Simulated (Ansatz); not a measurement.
`C[Te][SiH](O)F` + BH₃ → `B[Te]C` + `O[SiH2]F`  (formal exchange of groups at a Te–Si bond)

Program: Ansatz. Geometries: PBE0-D4/def2-TZVP. ΔE: electronic, gas phase. CCSD(T)/CBS is the MP2 limit (def2-TZVPP, def2-QZVPP) plus CCSD(T) − MP2 in def2-TZVPP, frozen cores. This one scheme is used for every species. DFT in def2-TZVPP. B3LYP here is the variant with VWN-RPA as its local correlation; programs differ in this. Elements past krypton have def2 core potentials. For Te outer-core shells are correlated without core-valence functions, which leaves a few kJ/mol of doubt a bond. One conformer a species, not always the lowest.

```csv
level,ΔE (kJ/mol),difference from CCSD(T)/CBS
PBE-D4,-40.9,-3.8
r2SCAN-D4,-38.2,-1.1
B3LYP-D4,-32.3,4.8
ωB97M-V,-31.7,5.4
PBE,-45.9,-8.8
r2SCAN,-39.6,-2.5
B3LYP,-40.4,-3.3
HF/def2-TZVPP,-25.1,12.0
MP2/def2-TZVPP,-39.2,-2.1
SCS-MP2/def2-TZVPP,-37.5,-0.4
CCSD/def2-TZVPP,-39.8,-2.7
CCSD(T)/def2-TZVPP,-42.9,-5.8
HF/def2-QZVPP,-24.9,12.2
MP2/def2-QZVPP,-35.8,1.3
MP2/CBS(def2),-33.4,3.7
CCSD/CBS(def2),-33.9,3.2
CCSD(T)/CBS,-37.1,0
```

Largest T1 diagnostic among the species: 0.015.

The D4 term adds +8.1 kJ/mol with B3LYP and +4.7 kJ/mol with PBE0; it sums over pairs of atoms, weighted by their polarisabilities, and B3LYP, whose exchange is more repulsive, gets the larger term. In def2-TZVPP, CCSD(T) changes the Hartree–Fock value by −17.8 kJ/mol (the triples alone add −3.2 kJ/mol) and MP2 by −14.1 kJ/mol. From PBE to PBE0 (25 % exact exchange), in def2-TZVPP and without D4, ΔE moves by +5.9 kJ/mol.
